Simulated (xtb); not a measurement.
F4V (SMILES [F][V+]([F])([F])[F]), charge +1, singlet, geometry from GFN2-xTB (such geometries of metal compounds can be far from the true shape) (the multiplicity is a formal guess); xtb with GFN2-xTB.

The xtb input:
```
$ xtb mol.xyz --gfn 2 --chrg 1 --json

# file mol.xyz
5

V     -0.00000000    -0.00000000    -0.00000000
F      1.05787016     0.73619422    -0.92212232
F      0.75522470    -0.97142821     0.99867095
F     -0.99429019    -0.84029363    -0.90370040
F     -0.81880467     1.07552761     0.82715177
```

Q: Write the output that xtb gives for this input, abridged.

A: 
```
   ID    Z sym.   atoms
    1   23 V      1
    2    9 F      2-5

           -------------------------------------------------
          |                Calculation Setup                |
           -------------------------------------------------

           -------------------------------------------------
          |                 G F N 2 - x T B                 |
           -------------------------------------------------

          ...................................................
          :                      SETUP                      :
          :.................................................:
          :  # basis functions                  26          :
          :  # atomic orbitals                  25          :
          :  # shells                           11          :
          :  # electrons                        32          :
          :  max. iterations                   250          :
          :  Hamiltonian                  GFN2-xTB          :
          :  restarted?                      false          :
          :  GBSA solvation                  false          :
          :  PC potential                    false          :
          :  electronic temp.          300.0000000     K    :
          :  accuracy                    1.0000000          :
          :  -> integral cutoff          0.2500000E+02      :
          :  -> integral neglect         0.1000000E-07      :
          :  -> SCF convergence          0.1000000E-05 Eh   :
          :  -> wf. convergence          0.1000000E-03 e    :
          :  Broyden damping             0.4000000          :
          :  net charge                          1          :
          :  unpaired electrons                  0          :
          ...................................................

 iter      E             dE          RMSdq      gap      omega  full diag
   1    -16.9099312 -0.169099E+02  0.258E+01    2.13       0.0  T
   2    -17.7315851 -0.821654E+00  0.236E+01   15.38       1.0  T
   3    -19.6094138 -0.187783E+01  0.132E+01    7.35       1.0  T
   4    -20.5001630 -0.890749E+00  0.376E+00    4.65       1.0  T
   5    -20.4592136  0.409494E-01  0.381E+00    4.85       1.0  T
   6    -20.5099557 -0.507421E-01  0.267E+00    3.86       1.0  T
   7    -20.5313650 -0.214093E-01  0.174E+00    3.97       1.0  T
   8    -20.5481667 -0.168017E-01  0.138E-01    4.22       1.0  T
   9    -20.5481945 -0.278370E-04  0.111E-01    4.22       1.0  T
[...]
         :: total energy             -20.486228159443 Eh    ::
[...]
        24                          0.1199639               3.2644
        25                          0.1199639               3.2644
      -------------------------------------------------------------
                  HL-Gap            0.1546257 Eh            4.2076 eV
             Fermi-level           -0.7724747 Eh          -21.0201 eV

     #   Z          covCN         q      C6AA      α(0)
     1  23 V        2.699     0.736   184.334    30.396
     2   9 F        0.675     0.066     8.837     3.509
     3   9 F        0.675     0.066     8.837     3.509
     4   9 F        0.675     0.066     8.837     3.509
     5   9 F        0.675     0.066     8.837     3.509

 Mol. C6AA /au·bohr⁶  :        605.945909
 Mol. C8AA /au·bohr⁸  :      35045.019057
 Mol. α(0) /au        :         44.433780

Wiberg/Mayer (AO) data.
largest (>0.10) Wiberg bond orders for each atom

 ---------------------------------------------------------------------------
     #   Z sym  total        # sym  WBO       # sym  WBO       # sym  WBO
 ---------------------------------------------------------------------------
     1  23 V    6.271 --     2 F    1.568     5 F    1.568     4 F    1.568
                             3 F    1.568
     2   9 F    1.813 --     1 V    1.568
     3   9 F    1.813 --     1 V    1.568
     4   9 F    1.813 --     1 V    1.568
     5   9 F    1.813 --     1 V    1.568
 ---------------------------------------------------------------------------

Topologies differ in total number of bonds
Writing topology from bond orders to xtbtopo.mol

molecular dipole:
                 x           y           z       tot (Debye)
 q only:       -0.000      -0.000      -0.000
   full:       -0.000       0.000      -0.000       0.000
molecular quadrupole (traceless):
                xx          xy          yy          xz          yz          zz
 q only:       -0.000       0.000       0.000      -0.000       0.000      -0.000
  q+dip:       -0.000       0.000       0.000      -0.000       0.000      -0.000
   full:        0.000       0.000      -0.000       0.000       0.000       0.000

           -------------------------------------------------
          | TOTAL ENERGY              -20.486228159443 Eh   |
          | GRADIENT NORM               0.000008947198 Eh/α |
          | HOMO-LUMO GAP               4.207578891902 eV   |
           -------------------------------------------------

normal termination of xtb
```
